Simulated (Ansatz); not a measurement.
One change: `C[O][SnH2][O]C` becomes `C[O][SnH2][SH]`.

Ansatz, PBE0-D4/def2-TZVP geometries, multiplicity 1. Each molecule was computed in one conformer, which needn't be the lowest.

Elements past krypton have def2 core potentials.

```csv
property,`C[O][SnH2][O]C`
LUMO energy (PBE0/def2-TZVPP) / eV,-0.17
size of the dipole moment (ωB97M-V/def2-TZVPP) / D,0.72
LUMO energy (PBE/def2-TZVPP) / eV,-1.16
HOMO–LUMO gap (PBE0/def2-TZVPP) / eV,7.48
HOMO energy (ωB97M-V/def2-TZVPP) / eV,-10.05
HOMO–LUMO gap (PBE/def2-TZVPP) / eV,4.95
```

(1) Give the same properties after the change, and the shifts. (Best estimate.)

Answers

(1) The calculation gave: 
```json
{"property": "LUMO energy (PBE0/def2-TZVPP) / eV", "`C[O][SnH2][SH]`": "-0.60", "shift": "-0.43"}
{"property": "size of the dipole moment (ωB97M-V/def2-TZVPP) / D", "`C[O][SnH2][SH]`": "2.06", "shift": "1.34"}
{"property": "LUMO energy (PBE/def2-TZVPP) / eV", "`C[O][SnH2][SH]`": "-1.53", "shift": "-0.37"}
{"property": "HOMO–LUMO gap (PBE0/def2-TZVPP) / eV", "`C[O][SnH2][SH]`": "6.92", "shift": "-0.56"}
{"property": "HOMO energy (ωB97M-V/def2-TZVPP) / eV", "`C[O][SnH2][SH]`": "-9.75", "shift": "0.30"}
{"property": "HOMO–LUMO gap (PBE/def2-TZVPP) / eV", "`C[O][SnH2][SH]`": "4.56", "shift": "-0.39"}
```

With PBE0 the HOMO rises by 0.12 eV and the LUMO falls by 0.43 eV, so the gap narrows by about 0.55 eV. PBE moves the HOMO by 0.01 eV and ωB97M-V by 0.30 eV. Dipoles are sizes alone; their direction can turn.

Positive LUMOs are unbound, so they and the gaps depend on the basis.
